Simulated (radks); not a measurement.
Values are calculated unless marked as measured or tabulated.
Effect of the nuclear size on the copper ion Cu3+, [Ar] 3d8. Level of theory: Dirac Kohn-Sham, relativistic LDA (MacDonald-Vosko exchange, VWN5 correlation), spin-unpolarised, spherical densities, finite nucleus; open shells fill j = l - 1/2 first; Fermi nuclear charge, rms radius 3.8823 fm (a radial shooting solver on a logarithmic mesh with Libxc functionals). The rms radius is varied about that value; shifts are against it.

rms radius (fm)  total energy shift (eV)  density at nucleus (e/bohr^3)  1s1/2 shift (meV)  2s1/2 shift (meV)  3s1/2 shift (meV)
3.265                            -0.0568                      2.218e+04              -24.1              -2.28             -0.345
3.5523                           -0.0315                      2.208e+04              -13.4              -1.26             -0.192
3.8823                                 0                      2.198e+04              0.000              0.000              0.000
4.0881                            0.0210                      2.192e+04               8.91              0.842              0.128
4.4219                            0.0573                      2.183e+04               24.3               2.30              0.348

Slopes of the eigenvalues against <r^2> in GHz/fm^2, as finite differences over the two radii next to the reference (eigenvalue slopes, not the field-shift constants of lines): 1s1/2 1320, 2s1/2 124, 3s1/2 18.8.
